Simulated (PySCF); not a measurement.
Cl$_{3}$Fe (SMILES [Cl][Fe]([Cl])[Cl]), sextet, geometry from GFN2-xTB (such geometries of metal compounds can be far from the true shape). Base run: DF-CAMB3LYP/cc-pVDZ run with PySCF.

Input for PySCF:
```python
from pyscf import gto, scf, dft

mol = gto.M(
    atom='''
Fe   -0.09061902   -0.36016981   -0.20402693
Cl    1.97242024   -0.04348847   -0.35061360
Cl   -0.67696321   -0.59021958    1.79126336
Cl   -1.15686324    1.18455599   -1.12860857
''',
    basis='cc-pvdz',
    spin=5,
    verbose=4,
)

mf = dft.UKS(mol)
mf.xc = 'camb3lyp'
mf = mf.density_fit(auxbasis='def2-universal-jkfit')
mf.kernel()
```

The base run was repeated with changes; each row names its change, and settings that it needs were set with it.

```json
[
 {"change": "base", "basis functions": "97", "E (Eh)": "-2644.58993", "HOMO (eV)": "-10.14", "dipole (D)": "2.54", "core-seconds (rough)": "40", "outcome": "converged"},
 {"change": "basis = LANL2DZ", "basis functions": "46", "E (Eh)": "-168.21675", "HOMO (eV)": "-10.40", "dipole (D)": "3.01", "core-seconds (rough)": "8", "outcome": "converged"},
 {"change": "basis = def2-SVP", "basis functions": "85", "E (Eh)": "-", "HOMO (eV)": "-", "dipole (D)": "-", "core-seconds (rough)": "-", "outcome": "not converged"},
 {"change": "basis = 6-31G**", "basis functions": "88", "E (Eh)": "-2644.31343", "HOMO (eV)": "-10.28", "dipole (D)": "3.09", "core-seconds (rough)": "40", "outcome": "converged"},
 {"change": "basis = cc-pV(D+d)Z", "basis functions": "112", "E (Eh)": "-", "HOMO (eV)": "-", "dipole (D)": "-", "core-seconds (rough)": "-", "outcome": "not converged"},
 {"change": "basis = aug-pcseg-1", "basis functions": "128", "E (Eh)": "-2644.29953", "HOMO (eV)": "-8.83", "dipole (D)": "1.40", "core-seconds (rough)": "50", "outcome": "converged"},
 {"change": "basis = aug-cc-pVDZ", "basis functions": "140", "E (Eh)": "-2644.60067", "HOMO (eV)": "-10.24", "dipole (D)": "2.47", "core-seconds (rough)": "60", "outcome": "converged"},
 {"change": "basis = def2-TZVP", "basis functions": "156", "E (Eh)": "-2644.59209", "HOMO (eV)": "-10.15", "dipole (D)": "2.50", "core-seconds (rough)": "40", "outcome": "converged"},
 {"change": "basis = pcseg-2", "basis functions": "158", "E (Eh)": "-2644.57863", "HOMO (eV)": "-8.82", "dipole (D)": "1.53", "core-seconds (rough)": "80", "outcome": "converged"},
 {"change": "basis = pc-2", "basis functions": "158", "E (Eh)": "-2644.65553", "HOMO (eV)": "-10.22", "dipole (D)": "2.59", "core-seconds (rough)": "50", "outcome": "converged"},
 {"change": "basis = cc-pVTZ", "basis functions": "170", "E (Eh)": "-2644.64523", "HOMO (eV)": "-10.21", "dipole (D)": "2.49", "core-seconds (rough)": "90", "outcome": "converged"},
 {"change": "basis = def2-TZVPD", "basis functions": "186", "E (Eh)": "-2644.52218", "HOMO (eV)": "-8.79", "dipole (D)": "1.37", "core-seconds (rough)": "80", "outcome": "converged"},
 {"change": "basis = def2-TZVPP", "basis functions": "190", "E (Eh)": "-", "HOMO (eV)": "-", "dipole (D)": "-", "core-seconds (rough)": "-", "outcome": "not converged"}
]
```

Totals compare only among sets that treat the same electrons; sets with core potentials leave the core out.

Open shells are given as the SCF converged; they aren't shown to be the lowest states, and a large step between rows can be another state.
